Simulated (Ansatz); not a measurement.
Frontier orbitals of `[NH2][Ta]([OH])(=[S])[Cl]`.

Total charge 0; spin multiplicity 1. Correlated methods include outer-core shells of Ta, which these sets cover unevenly. Ta: def2 effective core potential. The geometry is a stationary point of PBE0-D4/def2-TZVP. It is one conformer, not always the lowest. Basis def2-TZVPP, Ansatz 0.2.0.

Orbital energies of one run (eV). Highest occupied ones, from the top: -6.38, -6.50, -6.98, -7.27, -7.93, -8.25, -8.87, -9.20, -9.41, -10.44, -12.64, -13.08, -16.03, -19.86. Empty: -2.34, -1.99, -1.40, -0.91, -0.88, -0.69.

(1) Which functional gave them?
A. r2SCAN0
B. B97M-V
C. r2SCAN
D. revPBE

Results:

(1) D. HOMO energies: revPBE -6.38, r2SCAN0 -7.80, r2SCAN -6.73, B97M-V -6.74 eV.
